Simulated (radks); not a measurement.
Initial-state core-level shifts of the copper ion Cu2+ when its valence configuration changes from [Ar] 3d9. Calculated with a radial shooting solver on a logarithmic mesh with Libxc functionals: non-relativistic Kohn-Sham, BLYP, spin-unpolarised, spherical densities, point nucleus. Shifts are changes of the shell-averaged eigenvalues in eV (positive: less bound); the change of the density at the nucleus, which sets a Mossbauer isomer shift, is in e/bohr^3, on a base of 1.664e+04.

3d7 4s2: 1s -17.684; 2p -19.474; 3s -16.503; 3p -16.145; density at nucleus +27.890
3d6 4s2 4p1: 1s -29.676; 2p -32.599; 3s -27.190; 3p -26.629; density at nucleus +34.822
3d8 4s1: 1s -8.204; 2p -9.007; 3s -7.821; 3p -7.651; density at nucleus +12.261
3d8.5 4s0.5: 1s -3.933; 2p -4.312; 3s -3.788; 3p -3.707; density at nucleus +5.734
3d6 4p3: 1s -32.212; 2p -35.092; 3s -29.721; 3p -29.143; density at nucleus +8.503
3d8 4p1: 1s -9.663; 2p -10.411; 3s -9.279; 3p -9.103; density at nucleus +2.091
3d6 4s1 4p2: 1s -30.967; 2p -33.867; 3s -28.476; 3p -27.906; density at nucleus +21.923
3d8 4s0.5 4p0.5: 1s -8.941; 2p -9.716; 3s -8.557; 3p -8.384; density at nucleus +7.249
3d7 4s1 4p1: 1s -19.092; 2p -20.841; 3s -17.902; 3p -17.536; density at nucleus +16.696
